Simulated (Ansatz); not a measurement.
Relaxation of Cl2F2H2OZr (8 atoms, charge 0, multiplicity 1), to a largest force component of 0.03 eV/Å in at most 50 steps.

Method: RKS PBE0-D4/def2-SVP in Ansatz 0.2.0.

```xyz
8
Properties=species:S:1:pos:R:3
Zr -0.134 -0.118 -0.081
O -0.187 -0.016 1.930
H -0.738 -0.344 2.644
F 1.648 -0.204 -0.708
Cl -1.399 1.582 -1.088
F -0.987 -1.722 -0.598
Cl 1.421 2.807 1.598
H 0.816 1.899 2.361
```

**Question.** Where does it end, and by what steps?

**Answer.** It converged. After 7 steps the energy has fallen by 0.199 eV; Cl7 moved furthest, 0.45 Å. Joined: Zr1–Cl7 (3.71 → 3.01 Å).

```
step  energy less start (eV)  largest force component (eV/Å)  accepted
   0                  0.0000                           1.699       yes
   1                 -0.1338                           0.391       yes
   2                 -0.1750                           0.308       yes
   3                 -0.1720                           0.233        no
   4                 -0.1957                           0.129       yes
   5                 -0.1973                           0.101       yes
   6                 -0.1987                           0.033       yes
   7                 -0.1989                           0.030       yes
```

```xyz
8
Properties=species:S:1:pos:R:3
Zr -0.054 0.104 0.028
O -0.250 0.087 1.979
H -0.664 -0.449 2.662
F 1.709 -0.138 -0.631
Cl -1.384 1.692 -1.101
F -0.878 -1.540 -0.406
Cl 1.275 2.466 1.336
H 0.686 1.663 2.191
```

Whether the end is a true minimum wasn't checked by a vibrational analysis.

Time of the run: 23 s on 4 threads of Arm Neoverse V1 (shared host), peak memory 0.31 GiB.
